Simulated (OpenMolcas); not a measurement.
## Zr I: the spin-orbit constant, thermal populations, worked from levels

```yaml
Program: OpenMolcas
Basis: ANO-RCC-VTZP [7s6p4d2f1g]
Scalar_Hamiltonian: DKH2, point nucleus
Active_space: 4 electrons in 9 orbitals (RAS2 4d 5s; RAS3 5p, at most 2 electrons)
State_averaging: 2S+1 = 3 even, 60 roots (55 in the spin-orbit step); 2S+1 = 5 even, 15 roots kept (CI in the orbitals of an earlier block, 10 in the spin-orbit step); 2S+1 = 1 even, 55 roots kept (CI in the orbitals of an earlier block, 43 in the spin-orbit step); 2S+1 = 3 odd, 87 roots (51 in the spin-orbit step); 2S+1 = 5 odd, 59 roots kept (CI in the orbitals of an earlier block, 39 in the spin-orbit step); 2S+1 = 1 odd, 67 roots kept (CI in the orbitals of an earlier block, 18 in the spin-orbit step)
Spin-orbit_coupling: RASSI with atomic mean-field integrals over the reference wave functions, term energies averaged over their components
```

Methods: RASSCF; MS-RASPT2, IPEA 0.25 Eh, imaginary shift 0.1 Eh (closed shells correlated: 4s 4p). Measured levels: NIST Handbook of Basic Atomic Spectroscopic Data.

**The spin-orbit constant.** For the Hund term 3F of d2, E(J) = (A/2) J(J+1) + constant and ζ = 2S·A = 2A. From J = 2 to J = 4 the energy changes by 7 A.

```tsv
Source	E(4) - E(2)	A	ζ
RASSCF	1067.0	152.4	305
MS-RASPT2	1075.9	153.7	307
measured	1240.8	177.3	355
```

All in cm-1. MS-RASPT2 is off by -13.3 % and RASSCF by -14.0 %. Both methods take the spin-orbit matrix elements from the reference wave functions, so the second can move ζ only through the term energies and any multistate remixing. Second-order mixing with other terms is absorbed into this ζ.

**Thermal populations.** Z = Σ (2J + 1) exp(-E/kT) with k = 0.695035 cm-1/K, over the levels below. No other level of either list lies under 3440 cm-1, which is above 7 kT at each temperature.

```tsv
Level	2J + 1	MS-RASPT2	measured
4d2 5s2 3F2	5	0.0	0.0
4d2 5s2 3F3	7	497	570
4d2 5s2 3F4	9	1076	1241
```

```json
{"T (K)": "300", "Z, MS-RASPT2": "5.697", "Z, measured levels": "5.478", "Ground level (%), MS-RASPT2": "87.8", "Ground level (%), measured levels": "91.3"}
```

At 300 K, kT = 209 cm-1, and the computed levels give Z = 5.000 + 0.646 + 0.052 = 5.697.

CASPT2 does not keep the components of a term degenerate, so their means are used; among the terms shown or strongly mixed into the levels shown the widest spread is 1200 cm-1 (4d2 5s2 3F, MS-RASPT2). Some high roots are left out of the spin-orbit mixing, which shifts the levels that they would mix with. Configurations are named by rounded mean occupations; where the s occupation lies near a half they are strongly mixed, a name can repeat and a true partner stay unpaired. Without dynamic correlation excited terms often stand tens of per cent too high (terms of higher spin than the ground term too low), and those without a measured partner can miss by more than the paired ones (holds for RASSCF). Computed and measured levels are paired by configuration, term and J; levels that our copy of the source lacks, or whose pairing is in doubt (as where it misses far off the trend of its configuration), stay unpaired and out of the deviations. Only configurations of the active space appear.
